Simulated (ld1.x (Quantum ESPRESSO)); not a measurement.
## oxygen: excitation energies, all-electron against PAW

* Element: O
* Generator: ld1.x (Quantum ESPRESSO) 7.5
* Type: PAW
* Functional: LDA (PZ)
* Relativity: scalar-relativistic
* Frozen core: [He]
* Valence charge: 6
* Reference configuration: 2s2 2p4
* Partial waves: 2s (bound): rcut 0.90, rcutus 1.10 bohr; 2s channel at -0.05 Ry: rcut 0.90, rcutus 1.10 bohr; 2p (bound): rcut 1.15, rcutus 1.50 bohr; 2p channel at 0.05 Ry: rcut 1.15, rcutus 1.50 bohr
* Local potential: all-electron potential smoothed inside 0.85 bohr (lloc = -1)
* Core correction: Bessel-smoothed model core inside 0.50 bohr
* Augmentation charge: PSQ, inside the norm-conserving radii

Energies are relative to the spin-unpolarised reference configuration 2s2 2p4; without spin polarisation the order of configurations can differ from experiment. Spin-polarised rows fill each open shell by Hund’s rule, majority spin first.

```csv
valence configuration,charge,ΔE all-electron (eV),error AE − PS (meV)
2s2 2p3,+1,16.584,-0.9
2s2 2p2,+2,50.292,-2.6
2s1 2p4,+1,31.422,-1.7
2s0 2p6,0,29.228,-2.1
2s2 2p4.3,-0.3,-2.174,+0.2
2s2 2p0,+4,181.211,+23
2s2 2p4 (spin-polarised),0,-1.409,-1.2
2s2 2p3 (spin-polarised),+1,12.572,-4.1
```

**Question.** What are ΔE and the potential's error for 2s2 2p1?

**Answer.** ΔE = 104.255 eV all-electron; the error (AE − PS) is -2.4 meV.
